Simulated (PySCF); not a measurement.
# Computed properties of C3H9BO2, SMILES C(O)B(C)OC

C3H9BO2, SMILES COB(C)CO. Geometry optimised at B3LYP-D3(BJ)/def2-SVP. This is a generated structure with no PubChem entry under its InChIKey; it may be hypothetical. One conformer was computed; it need not be the lowest. All values are computed for the isolated molecule unless a solvent is named; none is compared with measurement here.

**Structure.** The optimised structure has Cs symmetry. All 39 harmonic modes at B3LYP-D3(BJ)/def2-SVP (PySCF) are real, so it is a minimum. With heavy atoms numbered as in [CH3:1][O:2][B:3]([CH3:4])[CH2:5][OH:6], the shortest bond between them is O2–B3 at 1.361 Å and the longest B3–C5 at 1.586 Å.

**Vibrations.** The strongest infrared lines (harmonic, unscaled, degenerate partners summed) lie at 1412 cm⁻¹ (152 km/mol, H 67 %, C 17 %, B 11 %), 1383 cm⁻¹ (119 km/mol, H 38 %, B 25 %, C 23 %, O 14 %), 1307 cm⁻¹ (117 km/mol, H 64 %, C 22 %). The softest mode is at 32 cm⁻¹ and the zero-point energy is 78.3 kcal/mol.

**Electronic structure.** HF/def2-TZVP (PySCF) places the frontier levels at -11.43 and 3.15 eV, a gap of 14.58 eV, and gives a dipole moment of 0.99 D and a mean polarisability of 54.1 bohr³. PBE/def2-TZVP (PySCF) at the same geometry gives -5.95 and -0.51 eV, so its gap is 9.14 eV narrower. An orbital gap is neither the optical nor the fundamental gap.

**Excitations.** TDA-CAM-B3LYP/def2-SVPD (PySCF) has S1 at 6.75 eV (184 nm, f = 0.001, dark); the most intense of the 10 singlets computed lies at 7.48 eV (f = 0.05). T1 (TDA) is at 6.29 eV, 0.46 eV under S1. TDA-PBE/def2-SVPD (PySCF) puts S1 at 5.65 eV. No vertical singlet excitation falls in the visible range (under 3.1 eV).

**NMR.** GIAO shifts at KT2/pcSseg-1 (PySCF) (non-relativistic, atoms alike by connectivity averaged): ¹³C from -1.5 to 62.3 ppm against TMS; ¹H from -0.1 to 4.0 ppm against TMS; ¹¹B at 42.7 ppm against BF3.
